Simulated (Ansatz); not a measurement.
C4H10In (SMILES C[CH2][In][CH2]C), doublet, geometry from GFN2-xTB (such geometries of metal compounds can be far from the true shape) (the spin is typed, not shown lowest) (all electrons, no relativity); REVPBE/STO-3G in Ansatz (a first-principles code).

Here is a job for Ansatz.
Ansatz 0.2 input:
```yaml
crystal:
  periodic: [false, false, false]
  atoms:
    - {symbol: In, position_ang: [0.52255082, 0.11091274, 0.09546448]}
    - {symbol: C, position_ang: [-0.95838512, -0.71695823, 1.86304033]}
    - {symbol: C, position_ang: [-0.70962100, -2.19533506, 2.09301009]}
    - {symbol: H, position_ang: [-1.96947651, -0.54010065, 1.48625371]}
    - {symbol: H, position_ang: [-0.81678652, -0.14472989, 2.78228406]}
    - {symbol: H, position_ang: [0.30234153, -2.36652019, 2.46531725]}
    - {symbol: H, position_ang: [-0.83238832, -2.75924332, 1.16515931]}
    - {symbol: H, position_ang: [-1.40770894, -2.61020520, 2.82733321]}
    - {symbol: C, position_ang: [-0.32756829, 0.44693269, -2.17777208]}
    - {symbol: C, position_ang: [-0.86797167, 1.85804339, -2.30665015]}
    - {symbol: H, position_ang: [-1.12384716, -0.29317635, -2.29476362]}
    - {symbol: H, position_ang: [0.45050344, 0.25202494, -2.91862042]}
    - {symbol: H, position_ang: [-0.06947519, 2.59339005, -2.18885308]}
    - {symbol: H, position_ang: [-1.62751592, 2.05432304, -1.54594336]}
    - {symbol: H, position_ang: [-1.32935978, 2.02341681, -3.28569579]}
basis:
  gaussian:
    orbitals: STO-3G
hamiltonian:
  xc: revpbe
magnetization: {spin_polarized: true, initial_magnetization: 1}
accuracy: high
```

What the program printed (banner, timings and long lists left out):

```
Functional definition: revPBE
1149 factors; integrals over basis functions are off by at most 6.6e-9 eV
mean field evaluation 1: about -158934.5825 eV, gradient 2.2e1 eV
mean field evaluation 2: about -158931.2879 eV, gradient 3.3e1 eV
mean field evaluation 4: about -158940.7305 eV, gradient 1.4e0 eV
mean field evaluation 8: about -158940.5659 eV, gradient 1.1e-1 eV
mean field evaluation 16: about -158940.5660 eV, gradient 5.1e-5 eV
mean field -158940.56601875 eV, -5840.9580674040 hartree, gradient 3.5e-8 eV, S^2 0.751728; 0 other end points of the search recorded, 0 dependent functions left out
reference -158940.56602290 eV, -5840.9580675565 hartree; 42, 41 occupied and 15, 16 virtual orbitals, 1149 factors
Total energy: -158940.56602290 eV, -5840.9580675565 hartree
```
